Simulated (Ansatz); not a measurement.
Cost and result for the atomization energy of C2H8AlFSi (13 atoms, 12 bonds).

Cartesian coordinates in Å:
```
C 0.853 0.708 1.137
C 0.096 -0.030 0.085
F 0.853 0.298 -1.317
Al 0.895 -1.551 -0.870
Si -1.683 0.482 -0.224
H 0.787 1.796 1.038
H 0.395 0.436 2.095
H 1.904 0.413 1.186
H 2.361 -1.960 -0.427
H 0.006 -2.389 -1.875
H -2.192 -0.164 -1.457
H -1.826 1.961 -0.328
H -2.448 -0.001 0.957
```

Total charge 0; spin multiplicity 1. The bonds changed during the relaxation, so this is another structure than the one it started from. Geometry: relaxed with PBE0-D4/def2-TZVP. Program: Ansatz. All runs use 4 threads of an Arm Neoverse V1 on a shared host. Times are those of one run each, without the atoms' runs, and a repeat can differ threefold. Electronic energies, without spin–orbit coupling; frozen cores. CCSD(T)/CBS adds CCSD(T) − MP2 in def2-TZVPP to the MP2 limit, and its time is that of the two runs behind it. T1 = 0.014. B3LYP takes the VWN-RPA correlation (the form of Gaussian; ORCA's B3LYP/G).

CCSD(T)/CBS is a level of theory with its own doubt, some kJ/mol a heavy atom from the limit and from the frozen cores, so smaller differences don't rank the functionals.

| level | functions | wall time | atomization (kcal/mol) | difference from CCSD(T)/CBS | per bond |
| --- | --- | --- | --- | --- | --- |
| PBE-D4/def2-TZVPP (with forces) | 289 | 3.5 s | 1032.5 | 4.8 | 0.4 |
| PBE0-D4/def2-TZVPP | 289 | 4.3 s | 1020.0 | -7.7 | -0.6 |
| B3LYP-D4/def2-TZVPP (with forces) | 289 | 7 s | 1025.8 | -1.9 | -0.2 |
| r2SCAN-D4/def2-TZVPP (with forces) | 289 | 7.5 s | 1029.8 | 2.1 | 0.2 |
| B2PLYP/def2-TZVPP | 289 | 8 s | 1013.2 | -14.5 | -1.2 |
| ωB97X-V/def2-TZVPP | 289 | 11 s | 1032.1 | 4.4 | 0.4 |
| ωB97M-V/def2-TZVPP (with forces) | 289 | 17 s | 1029.6 | 1.9 | 0.2 |
| MP2/def2-QZVPP | 551 | 33 s | 1022.9 | -4.8 | -0.4 |
| CCSD(T)/def2-TZVPP | 289 | 4.3 min | 1002.3 | -25.4 | -2.1 |
| CCSD(T)/CBS(def2) | – | 4.8 min | 1027.7 | 0.0 | 0.0 |

From PBE to PBE0 (25 % exact exchange), in def2-TZVPP and without D4, the atomization energy moves by −11.4 kcal/mol: exact exchange takes away binding that semilocal exchange gives to molecules. In def2-TZVPP, CCSD(T) changes the Hartree–Fock value by +235.4 kcal/mol (the triples alone add +12.6 kcal/mol) and MP2 by +240.8 kcal/mol; breaking electron pairs costs correlation energy, which Hartree–Fock lacks. The D4 term adds +11.0 kcal/mol with B3LYP and +5.8 kcal/mol with PBE0; it sums over pairs of atoms, weighted by their polarisabilities, and B3LYP, whose exchange is more repulsive, gets the larger term.
